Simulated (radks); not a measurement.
Task: These are the eigenvalues of the occupied orbitals of an atom or ion with whole-number occupations (hartree). Method: scalar-relativistic Kohn-Sham, MS2 meta-GGA, spin-unpolarised, spherical densities, finite nucleus; meta-GGA in the generalised Kohn-Sham scheme; Fermi nuclear charge, rms radius of each element as measured or else 0.836 A^(1/3) + 0.57 fm; computed with a radial shooting solver on a logarithmic mesh with Libxc functionals.

| orbital | eigenvalue |
|---|---|
| 1s | -1780.167 |
| 2s | -293.7218 |
| 2p | -261.6310 |
| 3s | -65.88739 |
| 3p | -55.85139 |
| 3d | -42.49264 |
| 4s | -14.21910 |
| 4p | -10.90598 |
| 4d | -6.29414 |
| 5s | -2.78601 |
| 5p | -1.96465 |
| 4f | -1.34214 |
| 5d | -0.95972 |

Which element is it, and in what charge state? The configuration may be excited.

Result: Z = 63, europium, charge +3: Eu3+ in [Kr] 4d10 4f6 5s1 5p6 5d1. The list shows which subshells hold electrons but not how many an open one holds; the 1s level, -1780.2 hartree, gives Z - s = 59.7 by -(Z - s)^2/2, which with screening and relativity narrows Z to a few neighbours, and the depths of the outer levels then fix element, charge and occupations together.
